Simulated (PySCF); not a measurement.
**V: excitation energy**

V [Ar] 3d3 4s2 (4F) → V [Ar] 3d2 4s2 5s1 (4F), as a difference of total energies. Computed with PySCF 2.14 in aug-cc-pVDZ (7s6p4d2f, 59 functions), with no relativity, point nucleus. Correlated levels: valence: [Ar] frozen. The calculations carry no spin-orbit coupling.

| method | excitation energy (cm⁻¹) |
| --- | --- |
| UHF | 67828 |
| LDA | 78573 |
| PBE | 77036 |
| PBE0 | 76070 |
| r2SCAN | 79813 |
| MN15 | 79457 |
| HSE06 | 75851 |
| TPSSh | 76002 |
| BP86 | 77349 |
| MP2 (valence) | 69915 |
| SCS-MP2 (valence) | 68076 |

A first-order spin-orbit estimate (lowest level to lowest level, LS coupling) adds -0.009 eV.

The upper state lies above the first ionisation limit, where it may autoionise and the basis confines it. A Rydberg-like electron needs more diffuse functions than a valence basis has.

The promoted electron is Rydberg-like, and one or two diffuse shells describe it only roughly, which tends to raise the upper state.
